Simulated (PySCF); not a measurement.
# Excitation energy of Ne⁺ by level of theory

Ne⁺ [He] 2s2 2p5 (2P) → Ne⁺ [He] 2s1 2p5 3s1 (4P), as a difference of total energies. All numbers are calculated (PySCF 2.14, the non-relativistic Hamiltonian (point nucleus), in aug-cc-pwCVDZ). Correlated levels: valence: 1s2 frozen. The calculations carry no spin-orbit coupling.

```json
{"method": "UHF", "excitation energy (cm⁻¹)": "426640"}
{"method": "MP2 (valence)", "excitation energy (cm⁻¹)": "423500"}
{"method": "SCS-MP2 (valence)", "excitation energy (cm⁻¹)": "422060"}
{"method": "CCSD (valence)", "excitation energy (cm⁻¹)": "422770"}
{"method": "CCSD(T) (valence)", "excitation energy (cm⁻¹)": "422040"}
{"method": "CCSDT (valence)", "excitation energy (cm⁻¹)": "421770"}
```

The upper state lies above the first ionisation limit, where it may autoionise and the basis confines it. A Rydberg-like electron needs more diffuse functions than a valence basis has.

The promoted electron is Rydberg-like, and one or two diffuse shells describe it only roughly, which tends to raise the upper state.

The coupled-cluster amplitudes are large for the upper state (T1 above 0.03 or a double amplitude above 0.15), so a single reference is strained.
